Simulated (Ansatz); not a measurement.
Reaction (atomization): `C[CH](C)[Ge][Cl]` → 3 C• + Cl• + Ge• + 7 H•

Calculated with Ansatz (gas phase, PBE0-D4/def2-TZVP geometries, no zero-point term in ΔE). CCSD(T)/CBS adds triple-zeta CCSD(T) − MP2 to the extrapolated MP2 energy (def2 sets, frozen cores). This one scheme is used for every species, atoms too. For atomizations the MP2-based limit and the directly extrapolated one differ by several kJ/mol either way, and by 10 to 25 for some Ge, Se and Sn compounds, so smaller differences from it don't rank the levels. Functionals use def2-TZVPP. HSE06 is defined as in plane-wave codes. No spin–orbit coupling; open shells (•) take unrestricted orbitals. Spin–orbit coupling would lower the free atoms: a little for C, Cl; clearly for Ge. Bonds to Ge are less sure, by a few kJ/mol each and by 10 to 20 or more in all where they break to atoms, as the def2 sets lack core-valence functions. Scalar relativity is left out up to krypton. One conformer a species, not always the lowest.

Problem. What is ΔE at CCSD(T)/CBS? (An estimate is asked.)

Solution. Ansatz gave: +4433.1 kJ/mol.

Problem. What do these levels give: BLYP-D4, r2SCAN-D4, r2SCAN0-D4, B2PLYP, PBE-QIDH, BLYP, r2SCAN, HSE06, BHLYP, HF/def2-SVP, CCSD(T)/def2-TZVPP, HF/CBS(def2)? (Best estimate.)

Solution. The calculation gave: BLYP-D4 4407.5, r2SCAN-D4 4438.3, r2SCAN0-D4 4391.2, B2PLYP 4374.1, PBE-QIDH 4416.8, BLYP 4340.7, r2SCAN 4430.9, HSE06 4429.7, BHLYP 4284.6, HF/def2-SVP 3338.0, CCSD(T)/def2-TZVPP 4328.5, HF/CBS(def2) 3298.5 kJ/mol.

Largest T1 diagnostic among the species: 0.011.

From PBE to PBE0 (25 % exact exchange), in def2-TZVPP and without D4, ΔE moves by −53.3 kJ/mol: exact exchange takes away binding that semilocal exchange gives to molecules. The D4 term adds +49.5 kJ/mol with B3LYP and +26.0 kJ/mol with PBE0; it sums over pairs of atoms, weighted by their polarisabilities, and B3LYP, whose exchange is more repulsive, gets the larger term. In def2-TZVPP, CCSD(T) changes the Hartree–Fock value by +1031.8 kJ/mol (the triples alone add +62.3 kJ/mol) and MP2 by +1079.9 kJ/mol; breaking electron pairs costs correlation energy, which Hartree–Fock lacks.

B3LYP here is the variant with VWN-RPA as its local correlation; programs differ in this.
